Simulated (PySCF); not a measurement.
A calculated (UHF, PySCF 2.14, aug-cc-pVTZ with one added diffuse shell each of s, p, d, f type, the non-relativistic Hamiltonian (point nucleus)) atom or ion has these occupied shells.

```json
{"shell": "1s α", "electrons": "1", "orbital energy (eV)": "-222.95", "rms radius, mean of both spins (bohr)": "0.379"}
{"shell": "1s β", "electrons": "1", "orbital energy (eV)": "-220.99", "rms radius, mean of both spins (bohr)": "0.379"}
{"shell": "2s α", "electrons": "1", "orbital energy (eV)": "-26.705", "rms radius, mean of both spins (bohr)": "1.91"}
{"shell": "2p α", "electrons": "1", "orbital energy (eV)": "-20.568", "rms radius, mean of both spins (bohr)": "1.98"}
```

Name the element and its charge.

B⁺ (boron, charge +1), in [He] 2s1 2p1, high-spin 3P determinant (an excited configuration).
